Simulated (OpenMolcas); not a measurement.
## Mg: CASPT2 settings compared

```
Program             : OpenMolcas
Basis               : ANO-RCC-VTZP [5s4p2d1f]
Scalar Hamiltonian  : DKH2, point nucleus
Active space        : 2 electrons in 4 orbitals (3s 3p)
State averaging     : 2S+1 = 3 even, 3 roots (0 in the spin-orbit step); 2S+1 = 1 even, 1 root kept (CI in the orbitals of an earlier block); 2S+1 = 3 odd, 3 roots; 2S+1 = 1 odd, 3 roots kept (CI in the orbitals of an earlier block)
Spin-orbit coupling : RASSI with atomic mean-field integrals over the reference wave functions, term energies averaged over their components
```

Methods on the same reference wave functions:
A. CASSCF
B. SS-CASPT2, IPEA 0.75 Eh, sigma2 regulariser 0.1 Eh (closed shells correlated: none)
C. SS-CASPT2, IPEA 0.1 Eh, real shift 0.1 Eh (closed shells correlated: 2s 2p)
D. XMS-CASPT2, IPEA 0.6 Eh, sigma1 regulariser 0.5 Eh (closed shells correlated: none)

Energies in eV above 3s2 1S0, the measured ground level; measured values from NIST Handbook of Basic Atomic Spectroscopic Data.

```json
{"Level": "3s2 1S0", "A": "0.0000", "B": "0.0000", "C": "0.0000", "D": "0.0000", "Measured": "0.0000"}
{"Level": "3s 3p 3P* 0", "A": "2.5223", "B": "2.601", "C": "2.659", "D": "2.583", "Measured": "2.7091"}
{"Level": "3s 3p 3P* 1", "A": "2.5242", "B": "2.603", "C": "2.661", "D": "2.585", "Measured": "2.7116"}
{"Level": "3s 3p 3P* 2", "A": "2.5281", "B": "2.607", "C": "2.665", "D": "2.589", "Measured": "2.7166"}
{"Level": "3s 3p 1P* 1", "A": "5.3997", "B": "4.986", "C": "4.758", "D": "4.855", "Measured": "4.3458"}
```

Deviations, from unrounded energies. A percentage is the sum of absolute deviations over the sum of measured energies, with the sign that they share, or ± where signs differ.

```
           Against measurement  Levels      A     B     C     D
mean absolute deviation (cm-1)       4   3300  1900  1100  1800
      other configurations (%)       4  ±13.0  ±7.7  ±4.5  ±7.1
```

C lies closest to measurement on these levels and A furthest from it. The largest miss of C in the table is 3s 3p 1P* 1, by +3300 cm-1. The ranking rests on the paired levels alone, and a cruder setting can come out closer through cancelling errors.

Among B to D the level of the table that moves most is 3s 3p 1P* 1, by 1800 cm-1 (lowest in C, highest in B). Moves below CASPT2's spread within the term are not significant.

The lowest spin-free term lies below A's lowest term by 0.005 hartree in B, 0.245 hartree in C, 0.005 hartree in D.

Term energies are means over components that CASPT2 splits; among the terms shown or strongly mixed into the levels shown the widest spread is 13 cm-1 (3s 3p 1P*, D). Terms from blocks run as CI alone lack orbitals of their own. Without dynamic correlation excited terms often stand tens of per cent too high (terms of higher spin than the ground term too low), and those without a measured partner can miss by more than the paired ones (holds for A). Computed and measured levels are paired by configuration, term and J; levels that our copy of the source lacks, or whose pairing is in doubt (as where it misses far off the trend of its configuration), stay unpaired and out of the deviations. Only configurations of the active space appear.

* marks odd parity.
